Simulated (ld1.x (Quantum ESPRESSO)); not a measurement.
**Which change was made? (Ta, ultrasoft)**

tantalum, ultrasoft, made with ld1.x (Quantum ESPRESSO) 7.5 (Wu–Cohen, scalar-relativistic). Core [Xe] 4f14, reference 5d3 6s2 6p0. Waves: 6s (bound): rcut 1.95, rcutus 2.70 bohr; 6s channel at 2.85 Ry: rcut 1.95, rcutus 2.70 bohr; 6p (bound, empty): rcut 3.70, rcutus 4.00 bohr; 6p channel at 3.6 Ry: rcut 3.70, rcutus 4.00 bohr; 5d (bound): rcut 1.60, rcutus 1.80 bohr; 5d channel at 0.6 Ry: rcut 1.60, rcutus 1.80 bohr. Local part: all-electron potential smoothed inside 3.85 bohr (lloc = -2). Core correction: a·sin(br)/r model core inside 1.70 bohr. Augmentation charge: built from norm-conserving waves at rcut, not smoothed further.

Cutoffs, loose and tight: the cutoffs (Ry, on a coarse ladder) from which the occupation-weighted sum of valence levels, in a spherical-Bessel basis at the reference potential, stays within 10 and 1 mRy of its value at 400 Ry. They do not see the model core or the augmentation charge, which bear on the density cutoff. Test errors are all-electron minus pseudo excitation energies from the reference, over the configurations 5d3 6s1 6p0; 5d3 6s0 6p0; 5d2 6s0 6p0; 5d2 6s2 6p1; 5d3 6s0 6p1; 5d4 6s0 6p0; 5d3.5 6s1.5 6p0; variants that change the core or the reference have their own tests. The largest error is taken over the tests solved by every variant that gives reliable tests at all, those not shown here included: 5d2 6s0 6p0; 5d3 6s0 6p0; 5d3 6s1 6p0.

The base gives: outcome: generated; cutoff, loose: 30 Ry; cutoff, tight: 35 Ry; bound ghosts: p; largest test error (meV): -238.

**Question.** After one change the result is: outcome: generated; cutoff, loose: 25 Ry; cutoff, tight: 35 Ry; bound ghosts: none; largest test error (meV): -174. Which change was it?
A. local potential all-electron potential smoothed inside 1.40 bohr (lloc = -2)
B. type TM semilocal; waves now 6s (bound): rc 2.70 bohr; 6p (bound): rc 4.00 bohr; 5d (bound): rc 1.80 bohr; local potential the d channel
C. waves 6s (bound): rcut 1.84, rcutus 1.96 bohr; 6s channel at 2.85 Ry: rcut 1.84, rcutus 1.96 bohr

**Answer.** B. The others give: local potential all-electron potential smoothed inside 1.40 bohr (lloc = -2) → outcome: generated, overlap not positive; bound ghosts: s (p not tested, overlap not positive); largest test error (meV): -235 | waves 6s (bound): rcut 1.84, rcutus 1.96 bohr; 6s channel at 2.85 Ry: rcut 1.84, rcutus 1.96 bohr → outcome: failed: run_pseudo: Errors in PS-KS equation. A file whose overlap is not positive is unfit for use, and its test errors describe a broken file.
